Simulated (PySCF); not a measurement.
Ranking problems on computed properties.

Species are written as SMILES; each is one conformer at its optimised geometry, gas phase, non-relativistic unless stated; the electronic structure was computed with PySCF and density fitting.

The conformers computed, where there is a choice (atom-mapped SMILES and torsion angles):
- `[CH3:1][CH2:2][O:3][CH2:4][CH2:5][C:6]([F:7])([F:8])[F:9]`: C1–C2–O3–C4 -70°, C2–O3–C4–C5 -170°, O3–C4–C5–C6 180°, C4–C5–C6–F7 60°
- `[CH3:1][CH2:2][C:3]1=[CH:4][SiH2:5][CH:6]=[CH:7][C@H:8]1[CH3:9]`: C1–C2–C3–C4 98°
- `[CH3:1][CH2:2][C@@H:3]([O:4][CH2:5][F:6])[CH:7]([F:8])[F:9]`: C1–C2–C3–O4 69°, C2–C3–O4–C5 -143°, C3–O4–C5–F6 70°, C2–C3–C7–F8 58°
- `[CH3:1][C:2]([CH3:3])([CH2:4][C:5]([F:6])([F:7])[F:8])[C:9](=[O:10])[F:11]`: C1–C2–C4–C5 170°, C2–C4–C5–F6 -80°, C1–C2–C9–O10 94°
- `[CH2:1]=[C:2]([C:3]#[N:4])[CH2:5][SiH2:6][C:7]([CH3:8])=[O:9]`: C1–C2–C5–Si6 -103°, C2–C5–Si6–C7 62°, C5–Si6–C7–C8 -158°
- `[CH3:1][C:2]1=[CH:3][C@@H:4]1[C@:5]1([CH3:6])[CH2:7][CH2:8][SiH2:9]1`: C3–C4–C5–C6 -153°
- `[CH3:1][CH:2]([CH3:3])[C@@H:4]([SiH3:5])[C:6](=[O:7])[CH:8]([F:9])[F:10]`: C1–C2–C4–Si5 -56°, C2–C4–C6–O7 -44°, C4–C6–C8–F9 -61°
- `[CH3:1][CH2:2][C:3]([CH3:4])([CH3:5])[P-:6][SiH3:7]`: C1–C2–C3–C4 65°, C2–C3–P6–Si7 -54°

The conformers of `CO[SiH2][C@@]1(F)CC[C@@H](F)C1`, `FC(F)(F)[C@@]1(F)CCCOC1` and `O[C@@H]1C[C@@H](CF)[SiH2][C@@H]1CF` aren't listed.

Task: Rank by HOMO energy, lowest first (PBE0/pcSseg-1 at GFN2-xTB geometries).
A. `CCC1=C[SiH2]C=C[C@H]1C`
B. `CC[C@@H](OCF)C(F)F`
C. `FC([C@@]1(COCCC1)F)(F)F`
D. `CCOCCC(F)(F)F`
E. `C[C@@H]1[C@H]([SiH3])C[P@H+]1C`
F. `CO[SiH2][C@@]1(F)CC[C@@H](F)C1`

Result: E (-12.58 eV), B (-8.52 eV), F (-8.01 eV), C (-7.82 eV), D (-7.68 eV), A (-7.13 eV).

Task: Give the two extremes of that set in hartree.

Result: `C[C@@H]1[C@H]([SiH3])C[P@H+]1C`: -0.462 Eh; `CCC1=C[SiH2]C=C[C@H]1C`: -0.262 Eh.

Task: Rank by HOMO–LUMO gap, lowest first (PBE0/pcSseg-1 at GFN2-xTB geometries).
A. `C=C(C#N)C[SiH2]C(C)=O`
B. `CC1=C[C@@H]1[C@]1(C)CC[SiH2]1`
C. `CC[C@@H](OCF)C(F)F`
D. `CO[SiH2][C@@]1(F)CC[C@@H](F)C1`
E. `CC(C)(CC(F)(F)F)C(=O)F`
F. `C[C@@H]1[C@H]([SiH3])C[P@H+]1C`
G. `O[C@@H]1C[C@@H](CF)[SiH2][C@@H]1CF`

Result: A (5.60 eV), B (6.94 eV), F (7.88 eV), E (8.48 eV), D (8.58 eV), G (8.76 eV), C (10.30 eV).

Task: Rank by dipole moment, lowest first (PBE0/pcSseg-1 at GFN2-xTB geometries).
A. `CCOCCC(F)(F)F`
B. `CC[C@H](C(F)F)OCF`
C. `CC(C)(CC(F)(F)F)C(=O)F`
D. `[C@H]1(C)C(CC)=C[SiH2]C=C1`

Result: B (1.18 D), D (1.44 D), A (2.39 D), C (3.91 D).

Task: By how much do the two ends of that ranking differ?

Result: By 2.73 D, between `CC(C)(CC(F)(F)F)C(=O)F` and `CC[C@@H](OCF)C(F)F`.

Task: Rank by smallest rotational constant, lowest first (GFN2-xTB).
A. `CC[C@@H](OCF)C(F)F`
B. `CC(C)[C@@H]([SiH3])C(=O)C(F)F`
C. `CCC1=C[SiH2]C=C[C@H]1C`
D. `CCC(C)(C)[P-][SiH3]`
E. `CCOCCC(F)(F)F`
F. `CC1=C[C@@H]1[C@]1(C)CC[SiH2]1`

Result: E (0.631 GHz), B (0.696 GHz), A (0.821 GHz), C (0.881 GHz), F (0.941 GHz), D (1.135 GHz).

Task: By how much do the two ends of that ranking differ?

Result: By 0.504 GHz, between `CCC(C)(C)[P-][SiH3]` and `CCOCCC(F)(F)F`.
